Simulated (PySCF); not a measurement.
# Where the electron goes

Compound: C3H7GaN2.
Cartesian coordinates in Å at the PBE0-D3(BJ)/def2-SVP level; atoms count from 1:
```
atom  x, y, z in Å
C1    -1.8953    0.9312    0.0472
N2    -2.2859   -0.0954   -0.5498
Ga3   -1.3894   -1.5942   -1.2572
N4     0.5877   -0.9481   -0.6592
C5     1.3226   -0.2061   -0.1659
C6     2.2821    0.6938    0.4389
H7    -0.8247    1.1683    0.2989
H8    -2.6034    1.7172    0.3885
H9    -1.2537   -1.5786   -2.8192
H10   -1.5471   -2.8986   -0.4014
H11    2.2511    1.6674   -0.0703
H12    2.0392    0.8379    1.5011
H13    3.2947    0.2733    0.3535
```

Method: PySCF, TDDFT CAM-B3LYP/def2-SVPD, vertical, gas phase, core orbitals frozen in the response. The CAM-B3LYP/def2-SVPD calculation is non-relativistic and has no spin–orbit coupling, an omission that weighs most on gallium.

Kohn–Sham orbitals with the atoms that hold most of them (Löwdin shares over 4%, at most four atoms; ? is withheld):

```tsv
orbital	ε (eV)	atoms
HOMO-3	-10.59	Ga3 35%, H9 18%, N2 18%, H10 17%
HOMO-2	-10.49	N2 43%, C1 32%, Ga3 10%, H10 4%
HOMO-1	-8.81	Ga3 34%, H10 23%, H9 23%, N2 9%
HOMO	-7.27	?
LUMO	?	?
LUMO+1	0.44	C5 28%, N4 26%, C6 20%, H12 7%
LUMO+2	0.59	N4 35%, C5 32%, C6 15%, H12 6%
```

Question: Give the leading atoms of the HOMO.

Answer: N2 (bonded to C and Ga) 57%; C1 (bonded to N and 2 H) 18%; Ga3 (bonded to 2 N and 2 H) 7%; H7 (bonded to C) 7%.

Question: Which atoms hold the LUMO, and with what shares?

Answer: C6 (bonded to C and 3 H) 27%; C5 (bonded to C and N) 23%; H13 (bonded to C) 16%; N4 (bonded to C and Ga) 9%. By element: carbon 50% or more, hydrogen 16% or more, nitrogen 9% or more.

Question: What is the LUMO energy, and the HOMO–LUMO gap?

Answer: ε(LUMO) = 0.35 eV; the gap is 7.62 eV (0.2800 hartree).

Question: How does S1 compare with the orbital gap of 7.62 eV?

Answer: S1 is at 3.88 eV (f = 0.0001), 3.74 eV below the gap, made of HOMO→LUMO+3 (96%). 

Next come S2 at 5.19 eV (f 0.010), HOMO→LUMO+2 (92%); S3 at 5.19 eV (f 0.143), HOMO→LUMO+1 (61%), HOMO→LUMO (29%); S4 at 5.40 eV (f 0.0097), HOMO→LUMO (56%), HOMO→LUMO+1 (28%); S5 at 6.33 eV (f 0.041), HOMO→LUMO+5 (41%), HOMO→LUMO+4 (33%), HOMO→LUMO+6 (9%).

The run took 62 s wall on one thread, Arm Neoverse V1 (aarch64), no GPU, shared host with 32 logical CPUs at a one-minute load of 16, and the process peaked at 1.1 GiB of memory.

One conformer stands for the species.
